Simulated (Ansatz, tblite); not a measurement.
Removing and adding an electron: Cd4Te4H14. The state is a singlet with charge 0. Geometry: PBE-D4/def2-SVP, loosely relaxed. Ansatz, gas phase; energy differences of separate SCF runs; the oxidised species was run as a doublet alone; the reduced species was run as a doublet alone.

```xyz
22

Cd   -1.862    1.005   -2.438
Te    0.507    2.871    0.288
Cd   -1.501   -3.399    1.012
Te   -1.864    0.118    0.475
Te    0.487   -0.781    3.109
Cd    2.346    0.388    0.973
Cd   -0.880   -1.778   -1.670
Te    1.931   -1.500   -1.096
H    -2.402    2.571   -2.777
H     0.986    2.345   -3.123
H     0.075    3.039    1.902
H     1.845    3.882    0.549
H    -3.119   -3.837    1.224
H     0.192   -3.094    1.159
H    -3.541   -0.013    0.443
H     0.394    0.742    3.853
H     1.822   -1.104    4.116
H     3.713    1.134    1.687
H    -1.212   -0.564   -3.125
H    -1.584   -3.343   -1.410
H     1.321    1.704   -2.861
H     2.346   -0.385   -2.291
```

In the def2 sets Cd, Te take a core potential; there is no spin–orbit coupling. The xTB rows come from tblite. Single mean-field runs in def2-TZVP are fitted with def2-universal-jkfit. HOMO above LUMO, or a gap near zero within one spin, warns that the state may not be the lowest or that an electron is smeared out. In the singlet geometry the species has come apart into loosely held pieces. In the singlet, H10 and H21 lie 0.77 Å apart (atoms count from 1), so H2 has formed as a molecule. In the doublet geometry the species has come apart into loosely held pieces.

```json
{"level": "GFN1-xTB", "−HOMO (eV)": "9.37", "vertical IE (eV)": "11.47", "−LUMO (eV)": "6.08", "vertical EA (eV)": "4.12", "HOMO–LUMO gap (eV)": "3.29", "IE − EA (eV)": "7.35", "remarks": "loose geometry (+1 doublet), loose geometry (-1 doublet), loose geometry (singlet)"}
{"level": "GFN2-xTB", "−HOMO (eV)": "10.00", "vertical IE (eV)": "11.99", "−LUMO (eV)": "6.94", "vertical EA (eV)": "4.71", "HOMO–LUMO gap (eV)": "3.05", "IE − EA (eV)": "7.28", "remarks": "loose geometry (+1 doublet), loose geometry (-1 doublet), loose geometry (singlet)"}
{"level": "PBE-D4/def2-TZVP", "−HOMO (eV)": "5.73", "vertical IE (eV)": "7.58", "−LUMO (eV)": "2.46", "vertical EA (eV)": "0.86", "HOMO–LUMO gap (eV)": "3.27", "IE − EA (eV)": "6.72", "remarks": "HOMO above zero (-1 doublet), gap within one spin near zero (+1 doublet), gap within one spin near zero (-1 doublet), loose geometry (+1 doublet), loose geometry (-1 doublet), loose geometry (singlet)"}
{"level": "PBE0-D4/def2-TZVP", "−HOMO (eV)": "6.66", "vertical IE (eV)": "7.97", "−LUMO (eV)": "1.70", "vertical EA (eV)": "0.59", "HOMO–LUMO gap (eV)": "4.96", "IE − EA (eV)": "7.38", "remarks": "HOMO above zero (-1 doublet), loose geometry (+1 doublet), loose geometry (-1 doublet), loose geometry (singlet)"}
```

   A HOMO above zero means that the electron is unbound at that level or that self-interaction error raises the level; the energy of removing that electron tells which. Raw xTB energy differences between charge states are shifted by several eV; the methods need an empirical correction for them. Sets without diffuse functions give affinities that are too small.
